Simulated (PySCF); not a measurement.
Molecular orbitals of SbS

r²SCAN at R = 2.233 Å; PySCF, scalar-relativistic core potentials, basis sets Sb def2-SVP with ECP28, S def2-SVP. State: ²Π (doublet), unpaired electrons π ↑. Only the outer orbitals are listed, counted within each symmetry, core potentials removing the inner ones.

```
spin  orbital  occ.  ε (eV)  on Sb (%)          main shells (%)
   α       7σ     1  -18.32         25          72 S s, 20 Sb s
   α       8σ     1  -13.33         71          70 Sb s, 22 S s
   α       9σ     1   -7.96         44          52 S p, 36 Sb p
   α       4π     1   -7.41         35          64 S p, 34 Sb p
   α       4π     1   -7.40         38          61 S p, 37 Sb p
   α       5π     1   -4.63         63          62 Sb p, 37 S p
   α       5π     0   -4.40         67          66 Sb p, 33 S p
   α      10σ     0   -0.61         76          66 Sb p, 27 S p
   α      11σ     0    4.03         99                  92 Sb s
   β       7σ     1  -18.07         24          73 S s, 18 Sb s
   β       8σ     1  -12.73         70   69 Sb s, 21 S s, 9 S p
   β       9σ     1   -7.73         45  52 S p, 36 Sb p, 9 Sb s
   β       4π     1   -7.31         32          68 S p, 30 Sb p
   β       4π     1   -6.70         28          72 S p, 26 Sb p
   β       5π     0   -4.10         70          70 Sb p, 30 S p
   β       5π     0   -3.21         74          74 Sb p, 26 S p
   β      10σ     0   -0.22         76          65 Sb p, 26 S p
```

Which are the highest filled and the lowest empty level, where do they sit, and how wide is the gap?

Highest filled α 5π at -4.63 eV (in %: 62 Sb p, 37 S p); lowest empty α 5π at -4.40 eV (in %: 66 Sb p, 33 S p); the gap at r²SCAN is 0.23 eV. Both belong to one degenerate shell, split only by its one-sided filling, so this is no excitation gap.

```
bond order (Mayer)                              : 2.25
⟨S²⟩                                            : 0.754
charge on Sb (Mulliken, basis-dependent)        : 0.25
charge on Sb (Löwdin, basis-dependent)          : 0.11
dipole moment (positive dipole means Sb(−)S(+)) : -2.34 D
```

Spin–orbit coupling is left out. The state was picked by a PBE0 search and need not be the measured ground state.
